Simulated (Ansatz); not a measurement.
Born–Oppenheimer molecular dynamics of H$_{3}$ISi (5 atoms, charge 0, multiplicity 1). It goes on from the last frame of an earlier run, with new velocities.

The calculation used RKS PBE0/def2-SVP (Ansatz 0.2.0).

| Item | Value |
| --- | --- |
| ensemble | NVE (velocity Verlet) |
| time step | 1 fs |
| steps asked | 100 |
| starting velocities drawn for | 300 K |
| seed | 838910 |

Frames 2 fs apart, positions in Å.

Velocities at 70.0 fs (Å/ps):

```
Si -3.46 1.19 -0.25
I 0.68 -0.45 0.25
H 11.20 -5.61 -24.10
H 14.93 23.27 22.95
H -15.31 6.04 -23.88
```

```xyz
5
Properties=species:S:1:pos:R:3 time_fs=70.0 energy_less_start_eV=-0.059 T=449
Si -0.155 0.069 -0.061
I 1.914 -0.926 0.740
H -1.200 -0.040 0.946
H -0.580 -0.768 -1.167
H 0.218 1.419 -0.673
5
Properties=species:S:1:pos:R:3 time_fs=72.0 energy_less_start_eV=0.061 T=155
Si -0.161 0.071 -0.062
I 1.915 -0.927 0.740
H -1.188 -0.044 0.913
H -0.557 -0.735 -1.139
H 0.180 1.423 -0.708
5
Properties=species:S:1:pos:R:3 time_fs=74.0 energy_less_start_eV=-0.020 T=352
Si -0.165 0.076 -0.064
I 1.917 -0.928 0.741
H -1.208 -0.036 0.922
H -0.555 -0.744 -1.166
H 0.130 1.411 -0.717
5
Properties=species:S:1:pos:R:3 time_fs=76.0 energy_less_start_eV=-0.098 T=547
Si -0.167 0.081 -0.066
I 1.918 -0.929 0.741
H -1.250 -0.016 0.962
H -0.569 -0.785 -1.230
H 0.073 1.393 -0.701
5
Properties=species:S:1:pos:R:3 time_fs=78.0 energy_less_start_eV=-0.018 T=350
Si -0.170 0.086 -0.070
I 1.919 -0.930 0.742
H -1.284 0.015 1.003
H -0.585 -0.825 -1.286
H 0.019 1.391 -0.673
5
Properties=species:S:1:pos:R:3 time_fs=80.0 energy_less_start_eV=0.015 T=269
Si -0.174 0.087 -0.074
I 1.921 -0.931 0.743
H -1.288 0.052 1.023
H -0.593 -0.842 -1.304
H -0.028 1.420 -0.642
5
Properties=species:S:1:pos:R:3 time_fs=82.0 energy_less_start_eV=-0.073 T=489
Si -0.180 0.086 -0.079
I 1.922 -0.931 0.743
H -1.258 0.092 1.015
H -0.591 -0.827 -1.275
H -0.064 1.474 -0.610
5
Properties=species:S:1:pos:R:3 time_fs=84.0 energy_less_start_eV=-0.111 T=580
Si -0.187 0.084 -0.085
I 1.923 -0.932 0.744
H -1.206 0.127 0.989
H -0.583 -0.790 -1.214
H -0.088 1.528 -0.574
5
Properties=species:S:1:pos:R:3 time_fs=86.0 energy_less_start_eV=0.010 T=280
Si -0.193 0.083 -0.091
I 1.925 -0.932 0.745
H -1.155 0.154 0.971
H -0.582 -0.755 -1.156
H -0.100 1.561 -0.532
5
Properties=species:S:1:pos:R:3 time_fs=88.0 energy_less_start_eV=0.033 T=223
Si -0.198 0.084 -0.096
I 1.925 -0.933 0.745
H -1.131 0.170 0.986
H -0.601 -0.754 -1.145
H -0.099 1.561 -0.487
5
Properties=species:S:1:pos:R:3 time_fs=90.0 energy_less_start_eV=-0.077 T=491
Si -0.201 0.087 -0.101
I 1.926 -0.933 0.746
H -1.137 0.173 1.036
H -0.644 -0.790 -1.186
H -0.084 1.535 -0.447
5
Properties=species:S:1:pos:R:3 time_fs=92.0 energy_less_start_eV=-0.034 T=387
Si -0.202 0.091 -0.104
I 1.927 -0.933 0.746
H -1.153 0.161 1.095
H -0.696 -0.831 -1.242
H -0.055 1.504 -0.420
```

Of the whole run (100 fs, mean temperature of the second half 377 K): The conserved energy stayed within 0.9 meV per atom of its start (net change -0.12 meV per atom), so the integration is sound. A run of 0.1 ps of so small a system gives no equilibrium averages.

Time of the run: 120 s on 1 thread of Arm Neoverse V2, on a shared host, peak memory 0.1 GiB.
